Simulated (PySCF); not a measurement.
Compound: BH7O2SiSn.
Bonds: O1–B2, B2–O3, B2–Si4, Si4–Sn5. Hydrogens: H6 on O1; H7 on O3; H8, H9 on Si4; H10, H11, H12 on Sn5.

Theory: PySCF 2.14.0, PBE0-D3(BJ)/def2-SVP geometry optimisation, gas phase, def2 core potentials past Kr.

**Question.** How far are the bound atoms from Sn5?

**Answer.** 4 atoms: H12 1.717 Å, H10 1.717 Å, H11 1.718 Å, Si4 2.565 Å. The nearest atom not counted as bound is H8, at 3.36 Å (others tie with it).

**Question.** List the angles at Sn5.

**Answer.** 
```json
{"angle": "Si4–Sn5–H11", "degrees": "112.1", "distance of the outer atoms (Å)": "3.59"}
{"angle": "Si4–Sn5–H12", "degrees": "110.9", "distance of the outer atoms (Å)": "3.56"}
{"angle": "Si4–Sn5–H10", "degrees": "110.5", "distance of the outer atoms (Å)": "3.55"}
{"angle": "H10–Sn5–H12", "degrees": "107.7", "distance of the outer atoms (Å)": "2.77"}
{"angle": "H10–Sn5–H11", "degrees": "107.7", "distance of the outer atoms (Å)": "2.77"}
{"angle": "H11–Sn5–H12", "degrees": "107.7", "distance of the outer atoms (Å)": "2.77"}
```

**Question.** What is the shape at Sn5?

**Answer.** Tetrahedral: angles from 107.7° to 112.1°; τ4 = (360° − α − β)/141° = 0.97 with α and β the two widest (0 for a square, 1 for a tetrahedron).

**Question.** What are the other bond lengths?

**Answer.** O1–B2, B2–O3 1.360 Å; B2–Si4 2.037 Å; O1–H6, O3–H7 0.965 Å; Si4–H8, Si4–H9 1.499 Å.

**Question.** Give some angles away from the centre.

**Answer.** O1–B2–O3 124.3°, O1–B2–Si4 116.6°, O3–B2–Si4 119.0°, B2–Si4–Sn5 109.5°.

**Question.** What are the rotational constants (commonest isotopes, rigid rotor)?

**Answer.** A = 5067, B = 790.7, C = 696.8 MHz: a near-prolate asymmetric top.

Point group: near Cs, missed by 0.26 Å at most; the miss may be what the optimiser left on a soft mode. Charge 0, singlet. Stationary, but not proved a minimum.

Shape of the structure used: `[OH:1][B:2]([OH:3])[SiH2:4][SnH3:5]`: O1–B2–Si4–Sn5 1°, H–O1–B2–O3 0°, H–O3–B2–O1 0°.

One conformer stands for the species.
